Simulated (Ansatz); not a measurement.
Reaction (ligand exchange at the Si–O bond): `CB(N)O[SiH3]` + `N[SiH2][SeH]` → `N[SiH2][Se][SiH3]` + `CB(N)O`

Calculated with Ansatz (gas phase, PBE0-D4/def2-TZVP geometries, no zero-point term in ΔE). CCSD(T)/CBS adds triple-zeta CCSD(T) − MP2 to the extrapolated MP2 energy (def2 sets, frozen cores). This one scheme is used for every species. Functionals use def2-TZVPP. For Se outer-core shells are correlated without core-valence functions, which leaves a few kJ/mol of doubt a bond. Scalar relativity is left out up to krypton. One conformer a species, not always the lowest.

`CB(N)O[SiH3]`:

Z-matrix (Å, degrees):
```
C
B 1 1.577
H 1 1.095 2 110.8
H 1 1.095 2 110.8 3 117.7
H 1 1.092 2 113.5 3 -121.2
N 2 1.401 1 122.1 3 121.0
O 2 1.382 1 121.2 3 -59.0
H 6 1.003 2 123.2 1 0.0
H 6 1.005 2 122.2 1 -179.9
Si 7 1.638 2 132.9 1 0.0
H 10 1.488 7 111.1 2 -60.4
H 10 1.488 7 111.1 2 60.5
H 10 1.483 7 107.5 2 -179.9
```

`N[SiH2][SeH]`:

```xyz
8

N     0.054    0.776    1.112
Si   -0.192    0.339   -0.523
Se   -0.564   -1.874   -0.997
H    -0.647    0.564    1.805
H     0.979    0.707    1.506
H     1.010    0.799   -1.258
H    -1.436    0.967   -1.027
H     0.796   -2.278   -0.617
```

`N[SiH2][Se][SiH3]`:

Z-matrix (Å, degrees):
```
Si
Se 1 2.298
N 1 1.710 2 117.4
H 1 1.481 2 103.5 3 119.9
H 1 1.483 2 107.8 3 -120.5
Si 2 2.271 1 93.9 3 74.5
H 3 1.008 1 119.2 2 -78.0
H 3 1.008 1 119.7 2 63.6
H 6 1.485 2 111.4 1 75.3
H 6 1.483 2 107.7 1 -164.4
H 6 1.488 2 110.4 1 -45.1
```

`CB(N)O`:

Cartesian coordinates in Å:
```
C 0.062 -0.100 1.198
B 0.085 -0.105 -0.381
N -0.628 0.836 -1.140
O 0.811 -1.039 -1.090
H 1.072 0.021 1.603
H -0.556 0.696 1.620
H -0.318 -1.050 1.586
H -0.615 0.835 -2.145
H -1.189 1.559 -0.730
H 1.276 -1.653 -0.522
```

```tsv
level	ΔE (kJ/mol)	difference from CCSD(T)/CBS
r2SCAN-D4	20.6	-1.5
ωB97X-V	24.9	2.8
B2PLYP	28.9	6.8
PBE0	13.9	-8.2
HF/def2-TZVPP	43.4	21.3
MP2/def2-TZVPP	21.9	-0.2
SCS-MP2/def2-TZVPP	28.9	6.8
CCSD(T)/def2-TZVPP	26.0	3.9
MP2/def2-QZVPP	20.3	-1.8
MP2/CBS(def2)	18.1	-4.0
CCSD(T)/CBS	22.1	0
```

Largest T1 diagnostic among the species: 0.011.

In def2-TZVPP, CCSD(T) changes the Hartree–Fock value by −17.5 kJ/mol (the triples alone add −3.2 kJ/mol) and MP2 by −21.6 kJ/mol. The D4 term adds −3.2 kJ/mol with B3LYP and −1.6 kJ/mol with PBE0; it sums over pairs of atoms, weighted by their polarisabilities, and B3LYP, whose exchange is more repulsive, gets the larger term.

B3LYP here is the variant with VWN-RPA as its local correlation; programs differ in this.
